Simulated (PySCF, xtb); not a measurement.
C2H3O2, SMILES [CH2]C(=O)O, multiplicity 2. One conformer was computed; it need not be the lowest.

Harmonic wavenumbers (cm⁻¹) from GFN2-xTB (xtb 6.7.1) at its own minimum, in rising order: 336, 396, 517, 555, 616, 740, 916, 972, 1140, 1254, 1360, 1625, 3128, 3191, 3476.

### Question
What does PBE-D3(BJ)/def2-SVP (PySCF) give at its own minimum? (The exact figures need the calculation; the answer reports its results.)

### Answer
284, 409, 543, 569, 637, 745, 902, 949, 1160, 1315, 1413, 1689, 3104, 3237, 3637. Paired by order, the mean absolute difference is 40 cm⁻¹ and the zero-point energies are 28.9 and 29.4 kcal/mol.
